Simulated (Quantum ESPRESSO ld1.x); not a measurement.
Problem. Species: Be2+. Configuration: 1s1.5 2s0.5 (fractional occupations, a model configuration). Method: scalar-relativistic Kohn-Sham, PBE, spin-unpolarised, spherical densities, point nucleus; computed with ld1.x of Quantum ESPRESSO 7.5. Some entries of the table are withheld. Estimate them.

orbital,occ.,eigenvalue (hartree),<r> (bohr),r(max) (bohr)
1s,1.5,(1),(2),0.258
2s,0.5,(3),1.910,1.61
2p,0,-0.81491,1.785,(4)
3s,0,(5),4.617,4.35
3d,0,-0.29387,4.022,3.42

Solution. 
(1) 1s eigenvalue (hartree): -5.51380
(2) 1s <r> (bohr): 0.4010
(3) 2s eigenvalue (hartree): -0.94858
(4) 2p r(max) (bohr): 1.43
(5) 3s eigenvalue (hartree): -0.34208
